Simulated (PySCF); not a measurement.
# Electron correlation in Zn (zinc, neutral)

[Ar] 3d10 4s2, closed-shell 1S. All numbers are calculated (PySCF 2.14, the non-relativistic Hamiltonian (point nucleus), in 6-31G* (5s4p2d1f, 34 functions)). Frozen: [Ar]; 12 electrons correlated.

MP2 pair energies summed by pair of shells (mhartree):

```
 pair   energy  share (%)
3d-3d  -205.21       83.2
3d-4s   -22.59        9.2
4s-4s   -18.86        7.6
```

Total MP2 correlation energy: -246.67 mhartree.

Same-spin part -83.74 and opposite-spin part -162.93 mhartree; SCS-MP2 scales them by 1/3 and 6/5 to -223.43 mhartree.

```
  level  correlation energy (mhartree)
   CCSD                        -233.47
    (T)                          -6.89
CCSD(T)                        -240.36
```

Diagnostics: T1 = 0.0098, D1 = 0.0280, largest double amplitude 0.092.

**Question.** Is a single reference adequate?

**Answer.** Mostly. T1 lies below 0.03, but a double amplitude of this size points to a near-degeneracy that CCSD handles and MP2 describes poorly.
